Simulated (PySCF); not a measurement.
## Radial density of F⁺ (fluorine, charge +1)

TPSSh, [He] 2s1 2p5, high-spin 3P determinant (an excited configuration). Calculation: PySCF 2.14, in aug-cc-pVQZ with one added diffuse shell each of s, p, d, f, g type (7s6p5d4f3g, 105 functions); the non-relativistic Hamiltonian (point nucleus).

```csv
r (bohr),4πr²ρ (e/bohr),4πr²(ρα − ρβ)
0.00279,0.04083,0.0012
0.00469,0.1115,0.0033
0.00790,0.2979,0.0089
0.0133,0.7649,0.0227
0.0223,1.841,0.0544
0.0376,3.966,0.1154
0.0632,7.125,0.1995
0.106,9.511,0.2426
0.179,8.051,0.2015
0.301,4.673,0.5029
0.506,5.065,1.6656
0.851,5.364,2.0212
1.43,2.193,0.6776
2.41,0.2316,0.0324
4.05,0.004576,-0.0004
```
